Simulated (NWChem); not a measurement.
System: CHF, singlet; SMILES [CH]F

Input file for NWChem:

```
start job
memory heap 200 mb stack 900 mb global 1100 mb
geometry units angstroms noautosym nocenter noautoz
  C      0.154982     0.707598     0.000000
  F     -0.002949    -0.577354     0.000000
  H     -0.914931     1.086231     0.000000
end
basis spherical
  * library def2-svpd
end
dft
  xc xcamb88 1.00 lyp 0.81 vwn_5 0.19 hfexch 1.00
  cam 0.33 cam_alpha 0.19 cam_beta 0.46
  iterations 150
end
property
  response 1 0.0
end
task dft property
```

Low-valent species are run as closed-shell singlets; no triplet was tried in these runs. Geometry: optimised at PBE0/def2-SVP.

Static field.

Task: Predict the main results of this run. (CAM-B3LYP/def2-SVPD.) Quantities: isotropic polarisability (bohr³); anisotropy (bohr³).

Result: 
```yaml
isotropic polarisability (bohr³): 15.7
anisotropy (bohr³): 3.3
```
